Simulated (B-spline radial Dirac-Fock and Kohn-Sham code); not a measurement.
# Relativistic shifts of the levels of Ne³⁺

System: Ne³⁺, configuration 1s2 2s2 2p3.

Both columns are ΔSCF binding energies of the configuration average from a radial finite-basis atomic code: non-relativistic Hartree-Fock with a point nucleus, and Dirac-Fock with a finite nucleus and the Coulomb interaction alone, averaged over the two j levels with weights 2j+1.

| shell | Hartree-Fock (eV) | Dirac-Fock (eV) | shift (eV) | shift (%) |
| --- | --- | --- | --- | --- |
| 1s | 962.6 | 963.8 | +1.20 | +0.12 |
| 2s | 115.7 | 115.9 | +0.19 | +0.16 |
| 2p | 93.30 | 93.30 | 0.00 | 0.00 |

Relativity binds 1s, 2s more strongly, among those listed most of all 2s in relative terms.

Values without a named source are computed, but for edge energies of neutral atoms, which are taken from tables.
